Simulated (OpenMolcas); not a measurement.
# V3+: ligand-field states by method

V3+ with its 6 nearest fluoride ions at 1.938 Å, on the Ga site of K2NaGaF6 (a = 8.246 Å, distance in the model lattice 1.938 Å). The rest of the host is ab initio model potentials to 7.6 Å and point charges beyond; the distance is set by hand and nothing relaxes. Ligand basis ANO-RCC-VDZP.
```
V     0.0000    0.0000    0.0000
F     1.9380    0.0000    0.0000
F     0.0000    1.9380    0.0000
F    -1.9380    0.0000    0.0000
F     0.0000   -1.9380    0.0000
F     0.0000    0.0000    1.9380
F     0.0000    0.0000   -1.9380
```

```yaml
Program: OpenMolcas 26.06
Basis: ANO-RCC-VTZP [6s5p3d2f1g]
Scalar_Hamiltonian: DKH2, point nucleus
Active_space: 2 electrons in 5 orbitals (3d)
State_averaging: 2S+1 = 3 even, 10 roots; 2S+1 = 1 even, 15 roots
Spin-orbit_coupling: RASSI with atomic mean-field integrals over the reference wave functions
```

I. CASSCF
II. SS-CASPT2, IPEA 0.25 Eh, imaginary shift 0.1 Eh (closed shells correlated: 3s 3p and the ligand valence shells)
III. SS-CASPT2, IPEA 0.25 Eh, imaginary shift 0.1 Eh (closed shells correlated: the ligand valence shells only)

Spin-free states (labels of O, the rotations of Oh) in cm-1, each column counted from its own energy of the first state listed:

| State | Degeneracy | I | II | III |
| --- | --- | --- | --- | --- |
| 3T1 | 3 | 0 | 0 | 0 |
| 1T2 | 3 | 13874 | 10590 | 11590 |
| 1E | 2 | 14172 | 10950 | 11970 |
| 3T2 | 3 | 14512 | 16650 | 16070 |
| 3T1 | 3 | 27844 | 26820 | 27440 |
| 1A1 | 1 | 28517 | 22930 | 24640 |
| 1T2 | 3 | 30492 | 28950 | 29710 |
| 3A2 | 1 | 30663 | 34590 | 33590 |
| 1T1 | 3 | 33711 | 31600 | 32750 |
| 1E | 2 | 46772 | 47020 | 47240 |
| 1A1 | 1 | 67487 | 62210 | 62450 |

From I to II, I's first state of the same spin (3T2) moves from 14512 to 16650 cm-1, by about +2100 cm-1.

From I to II, I's first state of another spin (1T2) moves from 13874 to 10590 cm-1, by about -3300 cm-1.

I: A least-squares ligand-field fit to the states below 45000 cm-1, each weighted by its degeneracy and with a free common offset, gives 10Dq = 16146 cm-1, B = 997 cm-1 and C = 3615 cm-1 (C/B = 3.62), with an rms deviation of 26 cm-1. The same method and metal basis give the free ion B = 1080 cm-1 (fit to its terms below 60000 cm-1, rms deviation 55 cm-1), so the nephelauxetic ratio is β = 997 / 1080 = 0.92; it hangs on how both fits weigh the states, and computed free-ion B values tend to be too large, so β mixes covalency with correlation.

II: A least-squares ligand-field fit to the states below 45000 cm-1, each weighted by its degeneracy and with a free common offset, gives 10Dq = 18148 cm-1, B = 780 cm-1 and C = 2776 cm-1 (C/B = 3.56), with an rms deviation of 93 cm-1. The same method and metal basis give the free ion B = 978 cm-1 (fit to its terms below 60000 cm-1, rms deviation 640 cm-1), so the nephelauxetic ratio is β = 780 / 978 = 0.80; it hangs on how both fits weigh the states, and computed free-ion B values tend to be too large, so β mixes covalency with correlation.

III: A least-squares ligand-field fit to the states below 45000 cm-1, each weighted by its degeneracy and with a free common offset, gives 10Dq = 17767 cm-1, B = 865 cm-1 and C = 3026 cm-1 (C/B = 3.50), with an rms deviation of 157 cm-1. 

From I to II, 10Dq changes by +12 %, B by -22 % and C by -23 %.

χT at 300 K: I 0.89, II 0.89, III 0.89 cm3 K/mol.

Roots that are degenerate in the reference are averaged as groups; the widest CASPT2 spread within a group is 840 cm-1 (the 3-fold group of multiplicity 1 near 31600 cm-1 above the lowest state of its run, II). Shifts and gaps below about the spread of the groups concerned are not significant. Over all roots computed the reference weight is 0.73 to 0.74 in II; a low but even weight reflects the number of correlated electrons. An orbital triplet at a regular site is open to Jahn-Teller coupling, which can distort the site and quench the lowest spin-orbit gaps and is left out. Ligand-to-metal charge-transfer states are missing. With no ligand orbital active B as a rule stays too high, so bands that hang on it stand too high and its fall with covalency is understated. Without dynamic correlation the repulsion within the d shell is too large (B by tens of per cent), so at a given field states of lower spin stand too high (holds for I). With metal d orbitals alone and no dynamic correlation 10Dq can be off by a tenth to a fifth, either way, in oxide and fluoride hosts (holds for I). With one d shell and no ligand orbital active, 10Dq can be off by a tenth or more (holds for II; III). No measured value stands beside these numbers; the geometry was set by hand and not optimised.
